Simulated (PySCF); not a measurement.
**Two-component Hartree-Fock for W⁻ (tungsten, charge -1)**

Start: [Xe] 4f14 5d5 6s2; 5d3/2 filled at m_j = -3/2, -1/2, +1/2, +3/2; 5d5/2 filled at m_j = +5/2. Calculated with PySCF 2.14 in x2c-SVPall-2c with one added diffuse shell each of s, d type (8s9p10d2f, 99 functions): generalised Hartree-Fock with the X2C-1e Hamiltonian and a Gaussian nucleus; one run each with spin-orbit coupling (SO) switched off, then screened by Boettger's factors.

```json
{"spinor shell": "1s1/2", "electrons": "2", "ε, spin-free (eV)": "-69889.3", "ε, screened SO (eV)": "-69867.9", "weight of nominal j (screened SO)": "1.000", "rms radius, screened SO (bohr)": "0.0208"}
{"spinor shell": "2s1/2", "electrons": "2", "ε, spin-free (eV)": "-12198.8", "ε, screened SO (eV)": "-12192.0", "weight of nominal j (screened SO)": "1.000", "rms radius, screened SO (bohr)": "0.0838"}
{"spinor shell": "2p1/2", "electrons": "2", "ε, spin-free (eV)": "-10671.8", "ε, screened SO (eV)": "-11638.6", "weight of nominal j (screened SO)": "1.000", "rms radius, screened SO (bohr)": "0.0713"}
{"spinor shell": "3s1/2", "electrons": "2", "ε, spin-free (eV)": "-2866.4", "ε, screened SO (eV)": "-2864.2", "weight of nominal j (screened SO)": "1.000", "rms radius, screened SO (bohr)": "0.214"}
{"spinor shell": "3p1/2", "electrons": "2", "ε, spin-free (eV)": "-2406.4", "ε, screened SO (eV)": "-2617.9", "weight of nominal j (screened SO)": "1.000", "rms radius, screened SO (bohr)": "0.206"}
{"spinor shell": "3p3/2", "electrons": "4", "ε, spin-free (eV)": "-2406.4", "ε, screened SO (eV)": "-2318.9", "weight of nominal j (screened SO)": "1.000", "rms radius, screened SO (bohr)": "0.221"}
{"spinor shell": "3d3/2", "electrons": "4", "ε, spin-free (eV)": "-1871.0", "ε, screened SO (eV)": "-1908.4", "weight of nominal j (screened SO)": "1.000", "rms radius, screened SO (bohr)": "0.195"}
{"spinor shell": "3d5/2", "electrons": "6", "ε, spin-free (eV)": "-1871.0", "ε, screened SO (eV)": "-1844.0", "weight of nominal j (screened SO)": "1.000", "rms radius, screened SO (bohr)": "0.199"}
{"spinor shell": "4s1/2", "electrons": "2", "ε, spin-free (eV)": "-618.15", "ε, screened SO (eV)": "-617.45", "weight of nominal j (screened SO)": "1.000", "rms radius, screened SO (bohr)": "0.478"}
{"spinor shell": "4p1/2", "electrons": "2", "ε, spin-free (eV)": "-464.48", "ε, screened SO (eV)": "-513.88", "weight of nominal j (screened SO)": "1.000", "rms radius, screened SO (bohr)": "0.487"}
{"spinor shell": "4p3/2", "electrons": "4", "ε, spin-free (eV)": "-464.48", "ε, screened SO (eV)": "-443.89", "weight of nominal j (screened SO)": "1.000", "rms radius, screened SO (bohr)": "0.519"}
{"spinor shell": "4d3/2", "electrons": "4", "ε, spin-free (eV)": "-265.77", "ε, screened SO (eV)": "-273.40", "weight of nominal j (screened SO)": "0.999", "rms radius, screened SO (bohr)": "0.544"}
{"spinor shell": "4d5/2", "electrons": "6", "ε, spin-free (eV)": "-265.77", "ε, screened SO (eV)": "-260.10", "weight of nominal j (screened SO)": "1.000", "rms radius, screened SO (bohr)": "0.556"}
{"spinor shell": "5s1/2", "electrons": "2", "ε, spin-free (eV)": "-86.716", "ε, screened SO (eV)": "-86.594", "weight of nominal j (screened SO)": "1.000", "rms radius, screened SO (bohr)": "1.15"}
{"spinor shell": "5p1/2", "electrons": "2", "ε, spin-free (eV)": "-45.927", "ε, screened SO (eV)": "-53.983", "weight of nominal j (screened SO)": "0.917", "rms radius, screened SO (bohr)": "1.33"}
{"spinor shell": "5p3/2", "electrons": "4", "ε, spin-free (eV)": "-45.927", "ε, screened SO (eV)": "-42.360", "weight of nominal j (screened SO)": "0.958", "rms radius, screened SO (bohr)": "1.36"}
{"spinor shell": "4f5/2", "electrons": "6", "ε, spin-free (eV)": "-42.885", "ε, screened SO (eV)": "-43.871", "weight of nominal j (screened SO)": "0.984", "rms radius, screened SO (bohr)": "0.670"}
{"spinor shell": "4f7/2", "electrons": "8", "ε, spin-free (eV)": "-42.885", "ε, screened SO (eV)": "-41.594", "weight of nominal j (screened SO)": "0.988", "rms radius, screened SO (bohr)": "0.671"}
{"spinor shell": "5d3/2", "electrons": "4", "ε, spin-free (eV)": "-3.942", "ε, screened SO (eV)": "-4.023", "weight of nominal j (screened SO)": "0.582", "rms radius, screened SO (bohr)": "2.33"}
{"spinor shell": "6s1/2", "electrons": "2", "ε, spin-free (eV)": "-1.667", "ε, screened SO (eV)": "-1.655", "weight of nominal j (screened SO)": "1.000", "rms radius, screened SO (bohr)": "5.92"}
{"spinor shell": "5d5/2", "electrons": "1", "ε, spin-free (eV)": "-3.942", "ε, screened SO (eV)": "-3.502", "weight of nominal j (screened SO)": "1.000", "rms radius, screened SO (bohr)": "2.42"}
```

(1) Where does 2p3/2 lie, and what is the 2p spin-orbit splitting (screened SO)?

```json
{"quantity": "E (hartree)", "spin-free": "-16129.84569", "screened SO": "-16148.74933"}
{"quantity": "M_J", "spin-free": "5/2", "screened SO": "5/2"}
{"quantity": "⟨J²⟩", "spin-free": "9.238", "screened SO": "9.232"}
{"quantity": "⟨L²⟩", "spin-free": "0.000", "screened SO": "0.173"}
{"quantity": "⟨S²⟩", "spin-free": "9.238", "screened SO": "9.163"}
```

At GHF the highest occupied level has a positive energy, so only the finite basis holds that electron. The determinant has a definite M_J but mixes levels of different J.

The basis lacks diffuse functions for the outer shell of this anion, so its levels lie too high.

Each row is a mean over spinors that exchange with the open shell spreads, by up to 6.868 eV (5p3/2).

Rows whose weight is well below 1 are mixtures of j = l ± 1/2: exchange outweighs spin-orbit coupling there, and the label is only the starting occupation.

Breit and QED terms are absent; they matter most for the inner s and p1/2 levels.

Densities and radii are taken from the X2C orbitals without a picture-change correction, which distorts them close to the nucleus.

Without spin-orbit coupling the j labels of p, d and f shells carry no meaning; the spin-free column gives the mean over the occupied spinors of each nl shell, and its ⟨J²⟩ belongs to a mixture of degenerate components.

Answers

(1) At -10279.4 eV, 1359.2 eV above 2p1/2.
